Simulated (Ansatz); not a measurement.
Geometry optimisation, RKS PBE-D4/def2-SVP in Ansatz 0.2.0.

The input (input.yaml):

```yaml
crystal:
  periodic: [false, false, false]
  atoms:
    - { symbol: O, position_ang: [-1.676, -0.2995, 1.2288] }
    - { symbol: Si, position_ang: [-1.0314, -0.6669, -0.2444] }
    - { symbol: C, position_ang: [0.7197, 0.0956, -0.4085] }
    - { symbol: O, position_ang: [0.8724, 1.5258, -0.2859] }
    - { symbol: O, position_ang: [1.7196, -0.3904, 0.5227] }
    - { symbol: H, position_ang: [-1.8101, 0.7169, 1.3682] }
    - { symbol: H, position_ang: [-1.8733, -0.1415, -1.3215] }
    - { symbol: H, position_ang: [-0.9255, -2.1264, -0.345] }
    - { symbol: H, position_ang: [1.1111, -0.154, -1.3544] }
    - { symbol: H, position_ang: [1.6907, 1.7575, -0.5701] }
    - { symbol: H, position_ang: [1.2682, -0.3741, 1.4307] }
basis:
  gaussian: { orbitals: def2-SVP }
hamiltonian:
  xc: pbe
  dispersion: d4
relax:
  f_tol: 0.015
  max_steps: 40
```

Command:

```bash
$ ansatz run input.yaml --threads 2 --pin off --max-ram 3072MiB --backend cpu --events-out ev --progress --plain --runs-dir out
```

**Question.** Where does it end, and by what steps?

**Answer.** The forces met the threshold. After 9 steps the energy has fallen by 0.808 eV; H6 moved furthest, 0.41 Å.

```tsv
step	energy less start (eV)	largest force component (eV/Å)	accepted
0	0.0000	6.475	yes
1	-0.6934	1.079	yes
2	-0.7657	0.432	yes
3	-0.7740	0.648	yes
4	-0.7973	0.188	yes
5	-0.7982	0.196	yes
6	-0.8045	0.073	yes
7	-0.8068	0.100	yes
8	-0.8075	0.048	yes
9	-0.8076	0.010	yes
```

```xyz
11
Properties=species:S:1:pos:R:3
O -1.369 -0.245 1.277
Si -0.981 -0.656 -0.325
C 0.800 0.044 -0.475
O 0.600 1.455 -0.453
O 1.543 -0.411 0.640
H -1.397 0.723 1.397
H -1.939 -0.066 -1.325
H -1.003 -2.153 -0.377
H 1.385 -0.275 -1.369
H 1.485 1.866 -0.380
H 0.940 -0.337 1.412
```

The run took 17 s on 2 threads of Intel(R) Xeon(R) Platinum 8375C CPU @ 2.90GHz (Ice Lake), on a shared host, peak memory 0.16 GiB.
